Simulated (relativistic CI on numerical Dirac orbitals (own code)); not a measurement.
Method of calculation: Dirac-Coulomb-Breit CI, KLI orbitals optimised for each configuration, a model potential for QED, unscaled Slater integrals (own radial code, finite nucleus).

The strongest absorption lines from the ground level of an ion, among the configurations computed and to levels below about 664 eV (vacuum wavelength in Å, gf): 35.883 (0.71), 36.132 (0.65), 36.281 (1.2), 36.582 (0.15), 39.443 (0.049), 45.633 (0.21), 51.383 (0.62), 52.009 (0.32).

Question: Which ion is it?
A. Nd⁴³⁺
B. Gd⁴⁷⁺
C. Nd⁴⁵⁺
D. Er⁵¹⁺

Answer: A. Nd⁴³⁺ has 17 electrons and the ground level 3s²3p⁵ ²P°3/2; the strongest line goes to 3s²3p⁴3d ²D5/2. The pattern of lines fixes the number of electrons, and along that sequence the line energies rise steadily with the charge (about as its square where n changes within one kind of shell, about linearly where n is kept but much faster in heavy ions where fine structure, which grows about as Z⁴, sets the gap, and irregularly where shells cross), which fixes Z. Configurations outside the model, such as inner-shell arrays, can give stronger lines. At this charge energies of transitions that change n are usually good to better than 1 %, and those within a shell (Δn = 0) to a few per cent.

LS names give the leading component of a level, which can be under half, so a name can repeat, a term be missing and a line seem to break the LS rules.
